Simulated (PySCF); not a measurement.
Ne⁺ (neon, charge +1): UHF calculation

Configuration: [He] 2s1 2p5 3d1, one real determinant (an excited configuration). All numbers are calculated (PySCF 2.14, the non-relativistic Hamiltonian (point nucleus), in aug-cc-pwCVTZ (7s6p4d2f, 59 functions)).

```json
{
 "Total energy": "-125.225446 hartree",
 "One-electron energy": "-169.5087 hartree",
 "Hartree (Coulomb) energy": "55.4656 hartree",
 "Exchange energy": "-11.1823 hartree",
 "Kinetic energy": "126.38180 hartree",
 "⟨S²⟩": "3.7524",
 "⟨L²⟩": "7.997",
 "Sum of ⟨r⟩": "7.313 bohr",
 "Sum of ⟨r²⟩": "9.716 bohr²",
 "Traceless quadrupole moment −½Σ⟨3z² − r²⟩ along its main axis": "-0.873 e·bohr²",
 "Density at the nucleus (Gaussians lack the cusp)": "585 bohr⁻³",
 "Spin density at the nucleus": "19.1 bohr⁻³",
 "Langevin diamagnetic susceptibility": "-7.70 ×10⁻⁶ cm³/mol"
}
```

```csv
shell,electrons,mean orbital energy (eV),spread (eV),"rms radius, mean of both spins (bohr)"
1s α,1,-931.15,0,0.183
1s β,1,-925.99,0,0.183
2s α,1,-85.981,0,0.899
2p α,3,-56.625,3.527,0.932
2p β,2,-46.993,0,0.932
3d α,1,4.431,0,2.12
```

⟨L²⟩ = 8.00 against 12 for a pure F term, so this real determinant mixes terms. The outer electron is Rydberg-like, and this basis confines it to a smaller radius and binds it less than a complete one would. At UHF the highest occupied level has a positive energy, so only the finite basis holds that electron; for this excited configuration the basis is too tight for the outer shell.

Spin-orbit constants ζ (cm⁻¹) from the X2C one-electron operator on these orbitals (non-relativistic here): bare nucleus, nucleus screened by l(l+1)(2l+1)/3 electrons, and screened by the Breit-Pauli mean field of the electrons.

| shell | bare | screened nucleus | mean field |
| --- | --- | --- | --- |
| 2p | 804.2 | 643.3 | 572.9 |
| 3d | 14.32 | 2.864 | 2.329 |

To first order the Landé constant is A = -63.14 cm⁻¹, so the lowest level has J = 9/2 and lies 0.0352 eV below the centre of the term. This holds in LS coupling only.
